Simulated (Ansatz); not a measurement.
The first iterations of a band of GaH3O + H2 (7 atoms, charge 0, multiplicity 1).

Level of theory: Ansatz, RKS B3LYP-D4/def2-SVP.

```
movable images  : 5
climbing image  : yes
spring          : 5.0 eV/Å²
optimiser       : quadratic models (default)
start path      : through a guess of the saddle point
force threshold : 0.05 eV/Å
iteration limit : 60
end points      : relaxed
```

First end point:

```xyz
7
Properties=species:S:1:pos:R:3
Ga -0.052 -0.350 0.037
O -0.005 -0.507 1.828
H -0.871 -0.507 2.257
H 1.366 -0.359 -0.613
H -1.456 -0.242 -0.657
H 0.118 2.693 0.903
H 0.139 2.134 1.420
```

Last end point:

```xyz
7
Properties=species:S:1:pos:R:3
Ga 0.010 0.478 -0.227
O -0.008 0.110 1.944
H -0.881 -0.214 2.211
H 1.355 -0.245 -0.614
H -1.370 -0.257 -0.476
H -0.006 2.059 -0.101
H 0.139 0.931 2.438
```

| iteration | highest image above the first end (eV) | largest band force component (eV/Å) |
| --- | --- | --- |
| 1 | 1.432 | 3.032 |
| 2 | 0.930 | 1.682 |

Question: Does the band converge within its limit, and where does its top end?

Answer: It converged. It ended after 8 iterations with the highest image 0.876 eV above the first end. A vibrational analysis at the climbing image gives one clearly imaginary mode, 1255i cm⁻¹: a first-order saddle point. The orbitals stay closed-shell, which can raise the energy where a bond breaks towards radicals; this wasn't checked here.

The run took 99 s on 1 thread of Arm Neoverse V1, on a shared host, peak memory 0.14 GiB.
